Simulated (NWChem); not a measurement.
Species: Ge$_{2}$H$_{3}$F$_{3}$; SMILES [F][Ge]([GeH3])([F])[F]

Results from NWChem. The level has its own optimisation; frequencies are unscaled.

Predict the results for B3LYP/3-21G. Quantities: r F–Ge (Å); r Ge–Ge (Å); r Ge–H (Å); highest harmonic frequency (cm⁻¹); lowest (cm⁻¹); zero-point energy (kcal/mol); dipole (D).


```
Quantity                           Result
---------------------------------  ------
r F–Ge (Å)                          1.701
r Ge–Ge (Å)                         2.395
r Ge–H (Å)                          1.530
highest harmonic frequency (cm⁻¹)    2101
lowest (cm⁻¹)                          77
zero-point energy (kcal/mol)         19.4
dipole (D)                           3.77
```
